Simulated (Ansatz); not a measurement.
Li5H5, relaxed as a singlet with RKS r2SCAN-D4/def2-TZVP in Ansatz, starting from the GFN2-xTB geometry. Force threshold 0.02 eV/Å.

Another isomer (singlet) lies 0.46 eV lower at PBE0-D4/def2-TZVP; other spin states weren't run for this one.

Start:

| atom | x (Å) | y (Å) | z (Å) |
| --- | --- | --- | --- |
| Li1 | -0.9853 | -0.5433 | -2.7002 |
| Li2 | -0.1063 | -0.1309 | 2.0282 |
| Li3 | 0.6602 | 0.5373 | -0.6307 |
| Li4 | 1.8456 | 1.3587 | 1.8176 |
| Li5 | -1.4886 | -1.2989 | -0.4266 |
| H6 | 0.2521 | 0.2527 | -2.1133 |
| H7 | -1.9997 | -1.4598 | -1.8634 |
| H8 | 0.9229 | 0.6095 | 2.8843 |
| H9 | 1.7125 | 1.2815 | 0.2462 |
| H10 | -0.8134 | -0.6068 | 0.7577 |

Question: Estimate the energy that the relaxation releases and the steps that it takes.

Answer: 71.8 kJ/mol, in 13 steps; 15 s on 4 threads of Arm Neoverse V2 on a shared host. No frequencies were taken in this run, so the end may be a saddle point.

Question: Does the start keep its bonding?

Answer: By distances, no bond broke or formed, bridged metal pairs apart. The bond that changes most is Li5–H10, from 1.53 to 1.77 Å (atoms count from 1). A close non-bonded pair moves further: Li5–H6, from 2.88 to 1.99 Å. Metal–metal contacts that move far: Li1–Li3 2.86 to 3.50 Å.

Question: Predict the relaxed structure.

Answer: 
Cartesian coordinates in Å:
```
Li -1.170 -0.759 -3.161
Li -0.117 -0.198 2.313
Li 0.691 0.551 -0.499
Li 2.027 1.496 2.043
Li -1.391 -1.056 -0.775
H -0.156 -0.041 -1.954
H -2.267 -1.658 -2.197
H 1.047 0.682 3.192
H 1.896 1.460 0.359
H -0.560 -0.477 0.678
```
Bond lengths (bridged metal pairs left out): 2 × Li–Li 2.64 to 3.02 Å; 10 × H–Li 1.69 to 1.78 Å.
